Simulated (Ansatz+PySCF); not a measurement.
Values are calculated unless marked as measured or tabulated.
Several solutions for doublet CuCl2

```yaml
atoms:
  - { symbol: Cu, position_ang: [0.0000, 0.0000, 0.0000] }
  - { symbol: Cl, position_ang: [0.0000, 0.0000, 2.0350] }
  - { symbol: Cl, position_ang: [0.0000, 0.0000, -2.0350] }
```

Basis set: def2-SVP (spherical functions). Charge 0, multiplicity 2.

UHF was run from several starts with Ansatz (development build ahead of 0.2.0) and PySCF 2.14.0.

```
run  program                                 start  converged  energy (hartree)  <S²>
  A    PySCF   guess minao, instabilities followed        yes       -2557.51461  0.76
  B    PySCF    guess atom, instabilities followed        yes       -2557.51461  0.76
  C   Ansatz               atomic start, no search        yes       -2557.50700  0.75
  D   Ansatz           search for the lowest state        yes       -2557.51461  0.76
  E   Ansatz               stability test followed        yes       -2557.51461  0.76
  F    PySCF                      program defaults        yes       -2557.51461  0.76
  G    PySCF  guess huckel, instabilities followed        yes       -2557.51461  0.76
```

(1) Which runs reached the lowest solution of this kind, and what is wrong with the others?

## Answers

(1) A, B, D, E, F, G reached the lowest solution found. Converged but too high: C by 0.21 eV. Convergence only shows a stationary point, and even a stable one can lie too high; stability tests and further starts are what find lower ones.
